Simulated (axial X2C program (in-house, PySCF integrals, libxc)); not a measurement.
# OsTe⁻: properties at the nuclei

Calculated with an axial X2C code built on PySCF integrals: two-component X2C with atomic mean-field Coulomb and Gaunt terms, Gaussian nuclei, basis Os dyall-acv3z, Te dyall-acv3z with contracted cores.

R = 2.448 Å (near the PBE0 minimum at charge -1 of the determinant lowest at the starting distance; the state shown can have its own minimum elsewhere).

Determinant lowest in the PBE0 search, Ω = 7/2 (⟨Sz⟩ = 1.45, ⟨Lz⟩ = 2.05 at PBE0), spin on the atoms Os 1.32, Te 0.13:

| level | Eeff magnitude (GV/cm) | Ws magnitude Os (kHz) | Ws magnitude Te (kHz) | A∥/gI Os (MHz) | qzz Os (a.u.) | A∥/gI Te (MHz) | qzz Te (a.u.) |
| --- | --- | --- | --- | --- | --- | --- | --- |
| PBE0 | 5.08 | 0.904 | 0.0933 | 407 | 3.44 | -50.4 | 3.59 |
| HF | 89 | 24.9 | 0.596 | 156 | 2.27 | -71.7 | 3.50 |
| B3LYP | 9.96 | 2.36 | 0.0819 | 335 | 3.55 | -50 | 3.52 |
| LDA | 7.35 | 1.5 | 0.0308 | 354 | 3.94 | -68.2 | 2.93 |
| TPSSh | 2.42 | 1.28 | 0.0928 | 450 | 3.41 | -53.2 | 3.31 |

Eeff is the effective electric field on the electron electric dipole moment in this Ω state and Ws the scalar–pseudoscalar constant of the nucleus named (defined with the proton number Z and per Ω); A∥ (defined per Ω) follows by multiplying with gI = μI/(I μN); qzz is the electric field gradient, eQq0 = 234.96 MHz × Q/barn × qzz. The operators were transformed with the bare-nucleus X2C matrices; with these basis sets, hyperfine constants and field gradients can be off by tens of per cent, and where levels differ in sign neither size nor sign is settled.

Task: With Q(189Os) = 0.856 barn, gI(125Te) = -1.7770 (g factors from the IAEA table of nuclear moments by Stone; Q from Pyykkö, Mol. Phys. 2018), turn the PBE0 values of the first state into constants in MHz.

Result: eQq0(189Os) = 234.96 × (0.856) × (3.44) = 692 MHz; A∥(125Te) = -50.4 × -1.7770 = 89.6 MHz.

Each state is one determinant with collinear spin, which with several unpaired electrons need not be a pure state. Unrestricted Hartree–Fock can overshoot spin polarisation at the nuclei. In the state Ω = 7/2 the sign of Eeff differs between levels (TPSSh against PBE0). For an anion, determinants above electron detachment, or with a positive highest level, are held by the basis set. With several open shells hyperfine constants can be off by a factor of several. Where Eeff spreads by more than a factor of two the levels disagree and none is to be relied on. At HF a later determinant lies lower. States lie within half an eV, so the first need not be the ground state. The sign of Ws at Os differs between levels in the first state. The sign of Ws at Te differs between levels in the first state. Further determinants of the search, some of them spin-mixed, are not shown. Where a field gradient or hyperfine factor spreads by more than a factor of two over the levels, a constant derived from it is not to be relied on.
